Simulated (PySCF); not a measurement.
# Reading the logs of faulty runs: B2H5NSi

Calculated results; nothing here was measured. The program is PySCF 2.14.0, an open-source quantum chemistry code, run on an isolated molecule that a program drew, which may never have been made. The molecule is B2H5NSi (charge 0, singlet), drawn as the SMILES string `BN(B)[SiH]`.

Each row is a Hartree-Fock (HF) and frozen-core CCSD(T) single point in the cc-pV(D+d)Z basis, meant for a local HF minimum. Run 1 is clean. Each other run has one planted mistake out of seven kinds, and not every kind appears here: one electron removed, one electron added, multiplicity raised by two, geometry at a saddle point, minimal basis STO-3G, one bond length entered in bohr, all coordinates scaled. The reference is restricted for singlets and unrestricted otherwise, and also for a bond in bohr. Adding or removing an electron swaps singlet and doublet. Electrons count all cores. HOMO and LUMO are orbital energies over both spins, the gradient is its largest component, and the lowest frequency (negative if imaginary) is given only where the gradient is small. Bond lengths are over the 8 bonds as drawn. T1 is the CCSD diagnostic: over 0.02 (restricted) or 0.045 (unrestricted) a single reference is doubtful.

Geometry of the clean run:
```xyz
9
B2H5NSi, angstrom
B     0.3186    1.9776    0.3882
N    -0.0280    0.8040   -0.3785
B    -0.0938   -0.4743    0.2952
Si   -0.3459    1.0503   -2.1113
H     0.3795    3.0428   -0.1603
H     0.5439    1.8879    1.5607
H    -0.3731   -1.4652   -0.3155
H     0.1341   -0.5343    1.4707
H    -0.6489   -0.3933   -2.4543
```

```
run  electrons  basis functions  <S^2>  HOMO (eV)  LUMO (eV)  gradient (hartree/bohr)  lowest frequency (cm^-1)  mean bond (Å)  longest bond (Å)      T1  HF (hartree)  CCSD(T) (hartree)                          mistake
  1         36               90  0.000      -9.03       0.85                  2.6e-05                       220         1.3721             1.779  0.0127    -395.68280         -396.16395                         no fault
  2         36               90  0.000      -8.79       1.02                  5.7e-02                         -         1.2898             1.672  0.0114    -395.64913         -396.12134           all coordinates scaled
  3         36               29  0.000      -6.57       5.69                  2.4e-02                         -         1.3721             1.779  0.0144    -391.02672         -391.23902             minimal basis STO-3G
  4         36               90  0.852      -8.83       0.81                  2.6e-02                         -         1.5054             2.266  0.0762    -395.56162         -396.04414  one bond length entered in bohr
  5         37               90  0.775      -0.69       6.62                  6.1e-02                         -         1.3721             1.779  0.0194    -395.67934         -396.17485                                ?
```

**Which mistake was planted in run 5, and what did it cost?**

It counts 37 electrons, one more than the clean run, at the same geometry and basis. So the mistake is: one electron added. Subtracting run 1 and multiplying by 627.51 kcal/mol a hartree, the energy moved by 2.2 kcal/mol in HF and -6.8 kcal/mol in CCSD(T).

Cautions from the logs. Run 4: T1 is over the limit, so its CCSD(T) energy is less reliable.
